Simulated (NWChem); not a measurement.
System: CH4BeOS; SMILES C[S][Be][OH]

```xyz
8

Be     0.1497    -1.0892    -0.0242
O     -0.2202    -2.4595    -0.0567
H     -0.3269    -3.0519     0.6930
S      0.6861     0.7439    -0.0044
C     -0.9496     1.6209    -0.0079
H     -1.5192     1.3991    -0.9126
H     -0.7297     2.6904     0.0138
H     -1.5413     1.3677     0.8743
```
Atoms are numbered in this order, from 1.

All runs: NWChem. Coordinates come from a B3LYP/6-31G* (spherical d) optimisation.

For level LRC-wPBEh/def2-SVP:

```
Quantity                     Value
---------------------------  -----
highest occupied level (eV)  -8.67
orbital gap (eV)             10.26
dipole (D)                    2.16
```

What are these values for level B3LYP/def2-SVP?

The highest occupied level (eV) comes out as -6.49. The orbital gap (eV) comes out as 6.29 and the dipole (D) is 2.05.
